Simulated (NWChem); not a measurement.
System: C3H5Br; SMILES C=C(C)Br

The following NWChem deck was run.

```
start job
memory heap 200 mb stack 900 mb global 1100 mb
geometry units angstroms noautosym nocenter noautoz
  C      1.309892    -1.528559     0.000000
  C      0.113003    -0.943809     0.000000
  C     -1.211093    -1.628176     0.000000
  Br     0.000407     0.956740     0.000000
  H      2.239049    -0.956894     0.000000
  H      1.373598    -2.620470     0.000000
  H     -1.800039    -1.343433     0.885922
  H     -1.076627    -2.719620     0.000000
  H     -1.800039    -1.343433    -0.885922
end
basis spherical
  C library cc-pvtz
  Br library cc-pvtz
  H library cc-pvtz
end
dft
  xc pbe0
  iterations 150
  semidirect filesize 400000000
end
property
  efieldgrad
end
task dft property
```

Coordinates come from a PBE0/def2-SVP optimisation.

Vzz is the largest principal value of the second derivative of the potential at the nucleus (NWChem prints the opposite sign); η is the asymmetry. Non-relativistic.

Atoms are numbered as in the input.

Give the results of this calculation. (PBE0/cc-pVTZ.) Quantities: Vzz Br4 (a.u.); η Br4.


```json
{
 "Vzz Br4 (a.u.)": "6.668",
 "η Br4": "0.09"
}
```
